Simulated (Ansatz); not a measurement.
Consider the ligand exchange at the Si–C bond: `C=NC[SiH3]` + `CC(N)S` → `CC(S)N[SiH3]` + `C=NC`.

Gas-phase electronic energies from Ansatz, PBE0-D4/def2-TZVP geometries. CCSD(T)/CBS adds triple-zeta CCSD(T) − MP2 to the extrapolated MP2 energy (def2 sets, frozen cores). DFT in def2-TZVPP. Each species was taken in one conformer, which may not be the lowest.

Problem. Is it downhill or uphill in electronic energy at CCSD(T)/CBS, and by how much? (Best estimate.)

Solution. Ansatz gave: Downhill: ΔE = -15.3 kcal/mol.

Problem. What do these levels give: r2SCAN-D4, r2SCAN, CCSD/def2-TZVPP, CCSD(T)/def2-TZVPP, MP2/def2-QZVPP, MP2/CBS(def2)? (Best estimate.)

Solution. Ansatz gave: r2SCAN-D4 -15.3, r2SCAN -15.1, CCSD/def2-TZVPP -15.4, CCSD(T)/def2-TZVPP -15.3, MP2/def2-QZVPP -15.9, MP2/CBS(def2) -15.9 kcal/mol.

Largest T1 diagnostic among the species: 0.012.

In def2-TZVPP, CCSD(T) changes the Hartree–Fock value by +1.4 kcal/mol (the triples alone add +0.1 kcal/mol) and MP2 by +0.8 kcal/mol. The D4 term adds −0.8 kcal/mol with B3LYP and −0.5 kcal/mol with PBE0; it sums over pairs of atoms, weighted by their polarisabilities, and B3LYP, whose exchange is more repulsive, gets the larger term.

B3LYP here is the variant with VWN-RPA as its local correlation; programs differ in this.
